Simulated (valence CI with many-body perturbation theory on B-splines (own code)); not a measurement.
Forbidden lines of Pt LVI

Computed by relativistic CI+MBPT: five valence electrons over a frozen Dirac-Fock core [Ar], a basis of 7 s, 7 p, 8 d, 6 f, 4 g, 1 h functions for each j, with the one-electron correlation potential Σ1 (screened to all orders), the two-electron term Σ2, the three-electron term Σ3, Breit, model QED; selected single and double excitations, second order for the rest (own B-spline code, finite nucleus).

No measured spectrum was set against this ion. As an estimate, large intervals hold to a few tenths of a per cent, small ones and those within an open d or f shell to about a per cent. Among the levels kept, up to 250 cm⁻¹ of a level comes from second order outside the variational space, and about a tenth of that is noise between levels of different J, which matters for small intervals. The list stops below the first excitations out of the core. Only levels of the ground parity were solved; by the run's estimate the other parity begins above the list, which can be wrong where configurations are misplaced.

Lines 51 to 90 of 90 in falling wavelength, among levels below 2157300 cm⁻¹, chosen from the decays that carry over 1 % of a level's rate. Wavelengths and rates use the calculated energies. Electric multipoles are in the length gauge, E1 and E2 with the static RPA response of the core. S is in atomic units (e²a₀⁴ for E2 and M2, e²a₀⁶ for E3), for M1 in squared Bohr magnetons. Weak lines are less certain than strong ones. Lines between different terms over intervals too small for the method are left out, as are lines whose strength nearly cancels. The highest levels of a list are the least certain.

Levels are named by their leading jj configuration (3d3/2^4 stands for four electrons in 3d with j = 3/2), which in mixed levels can hold well under half, so a name can repeat and another be missing. Letters in brackets count levels of one name in rising energy.

| λ vac (Å) | Upper | Lower | Type | A (s⁻¹) | S (a.u.) |
| --- | --- | --- | --- | --- | --- |
| 131.6 | (3d3/2^2 3d5/2^3) J=5/2 [b] | (3d3/2^3 3d5/2^2) J=3/2 [a] | M1 | 1.18e+06 | 5.98e-01 |
| 131.2 | (3d3/2^2 3d5/2^3) J=9/2 [b] | (3d3/2^3 3d5/2^2) J=9/2 | M1 | 5.44e+06 | 4.55e+00 |
| 129.9 | (3d3/2^2 3d5/2^3) J=5/2 [c] | (3d3/2^3 3d5/2^2) J=5/2 [b] | M1 | 2.74e+05 | 1.34e-01 |
| 129.8 | (3d3/2^2 3d5/2^3) J=3/2 [b] | (3d3/2^3 3d5/2^2) J=5/2 [b] | M1 | 2.13e+06 | 6.90e-01 |
| 128.6 | (3d3/2^2 3d5/2^3) J=5/2 [b] | (3d3/2^3 3d5/2^2) J=7/2 [a] | M1 | 2.88e+06 | 1.36e+00 |
| 127.7 | (3d3/2^2 3d5/2^3) J=7/2 [b] | (3d3/2^3 3d5/2^2) J=9/2 | M1 | 1.68e+06 | 1.04e+00 |
| 127.2 | (3d3/2^3 3d5/2^2) J=9/2 | (3d3/2^4 3d5/2) J=5/2 | E2 | 6.26e+02 | 1.86e-04 |
| 126.9 | (3d3/2^2 3d5/2^3) J=7/2 [c] | (3d3/2^3 3d5/2^2) J=7/2 [b] | M1 | 2.10e+06 | 1.27e+00 |
| 126.5 | (3d3/2^2 3d5/2^3) J=1/2 [b] | (3d3/2^3 3d5/2^2) J=1/2 | M1 | 3.39e+06 | 5.10e-01 |
| 126.2 | (3d3/2^2 3d5/2^3) J=7/2 [a] | (3d3/2^3 3d5/2^2) J=5/2 [a] | M1 | 2.20e+06 | 1.31e+00 |
| 124.3 | (3d3/2 3d5/2^4) J=5/2 | (3d3/2^2 3d5/2^3) J=5/2 [a] | M1 | 1.76e+07 | 7.50e+00 |
| 123.0 | (3d3/2^2 3d5/2^3) J=9/2 [b] | (3d3/2^3 3d5/2^2) J=11/2 | M1 | 1.88e+06 | 1.30e+00 |
| 121.9 | (3d3/2^3 3d5/2^2) J=5/2 [b] | (3d3/2^4 3d5/2) J=5/2 | M1 | 7.57e+04 | 3.05e-02 |
| 121.9 | (3d3/2^3 3d5/2^2) J=5/2 [b] | (3d3/2^4 3d5/2) J=5/2 | E2 | 3.21e+03 | 4.62e-04 |
| 121.6 | (3d3/2^2 3d5/2^3) J=9/2 [b] | (3d3/2^3 3d5/2^2) J=7/2 [a] | M1 | 1.34e+06 | 8.96e-01 |
| 121.2 | (3d3/2^2 3d5/2^3) J=7/2 [c] | (3d3/2^3 3d5/2^2) J=5/2 [b] | M1 | 9.43e+05 | 4.98e-01 |
| 118.6 | (3d3/2^2 3d5/2^3) J=7/2 [b] | (3d3/2^3 3d5/2^2) J=7/2 [a] | M1 | 1.37e+05 | 6.80e-02 |
| 118.6 | (3d3/2^2 3d5/2^3) J=3/2 [c] | (3d3/2^3 3d5/2^2) J=3/2 [b] | M1 | 1.39e+06 | 3.43e-01 |
| 118.2 | (3d3/2^2 3d5/2^3) J=5/2 [c] | (3d3/2^3 3d5/2^2) J=3/2 [a] | M1 | 1.64e+06 | 6.03e-01 |
| 118.1 | (3d3/2^2 3d5/2^3) J=3/2 [b] | (3d3/2^3 3d5/2^2) J=3/2 [a] | M1 | 1.01e+06 | 2.46e-01 |
| 116.7 | (3d3/2^3 3d5/2^2) J=1/2 | (3d3/2^4 3d5/2) J=5/2 | E2 | 2.22e+03 | 8.59e-05 |
| 116.6 | (3d3/2^3 3d5/2^2) J=7/2 [b] | (3d3/2^4 3d5/2) J=5/2 | M1 | 2.47e+05 | 1.16e-01 |
| 116.3 | (3d3/2^2 3d5/2^3) J=7/2 [c] | (3d3/2^3 3d5/2^2) J=9/2 | M1 | 2.03e+06 | 9.47e-01 |
| 115.7 | (3d3/2^2 3d5/2^3) J=5/2 [c] | (3d3/2^3 3d5/2^2) J=7/2 [a] | M1 | 3.11e+06 | 1.07e+00 |
| 115.7 | (3d3/2^2 3d5/2^3) J=9/2 [c] | (3d3/2^3 3d5/2^2) J=7/2 [b] | M1 | 2.30e+06 | 1.32e+00 |
| 115.3 | (3d3/2^2 3d5/2^3) J=3/2 [a] | (3d3/2^3 3d5/2^2) J=5/2 [a] | M1 | 4.04e+06 | 9.16e-01 |
| 113.8 | (3d3/2^2 3d5/2^3) J=5/2 [d] | (3d3/2^3 3d5/2^2) J=3/2 [b] | M1 | 2.17e+06 | 7.10e-01 |
| 110.7 | (3d3/2^2 3d5/2^3) J=1/2 [b] | (3d3/2^3 3d5/2^2) J=3/2 [a] | M1 | 3.95e+06 | 3.97e-01 |
| 103.8 | (3d3/2^2 3d5/2^3) J=3/2 [b] | (3d3/2^3 3d5/2^2) J=5/2 [a] | M1 | 1.77e+05 | 2.94e-02 |
| 101.3 | (3d3/2^2 3d5/2^3) J=9/2 [c] | (3d3/2^3 3d5/2^2) J=11/2 | M1 | 4.35e+05 | 1.68e-01 |
| 100.4 | (3d3/2^2 3d5/2^3) J=9/2 [c] | (3d3/2^3 3d5/2^2) J=7/2 [a] | M1 | 1.11e+05 | 4.18e-02 |
| 100.1 | (3d3/2^2 3d5/2^3) J=3/2 [c] | (3d3/2^3 3d5/2^2) J=1/2 | M1 | 9.29e+05 | 1.38e-01 |
| 98.75 | (3d3/2^3 3d5/2^2) J=3/2 [b] | (3d3/2^4 3d5/2) J=5/2 | M1 | 5.06e+05 | 7.22e-02 |
| 98.25 | (3d3/2^2 3d5/2^3) J=7/2 [c] | (3d3/2^3 3d5/2^2) J=5/2 [a] | M1 | 8.28e+04 | 2.33e-02 |
| 96.72 | (3d3/2^2 3d5/2^3) J=5/2 [d] | (3d3/2^3 3d5/2^2) J=7/2 [b] | M1 | 5.42e+05 | 1.09e-01 |
| 96.56 | (3d3/2^2 3d5/2^3) J=3/2 [c] | (3d3/2^3 3d5/2^2) J=5/2 [b] | M1 | 5.32e+05 | 7.10e-02 |
| 93.36 | (3d3/2^2 3d5/2^3) J=5/2 [d] | (3d3/2^3 3d5/2^2) J=5/2 [b] | M1 | 5.08e+04 | 9.20e-03 |
| 87.14 | (3d3/2^2 3d5/2^3) J=5/2 [d] | (3d3/2^3 3d5/2^2) J=3/2 [a] | M1 | 6.61e+05 | 9.73e-02 |
| 85.81 | (3d3/2^2 3d5/2^3) J=5/2 [d] | (3d3/2^3 3d5/2^2) J=7/2 [a] | M1 | 6.97e+05 | 9.80e-02 |
| 79.14 | (3d3/2^2 3d5/2^3) J=5/2 [d] | (3d3/2^3 3d5/2^2) J=5/2 [a] | M1 | 5.10e+05 | 5.63e-02 |
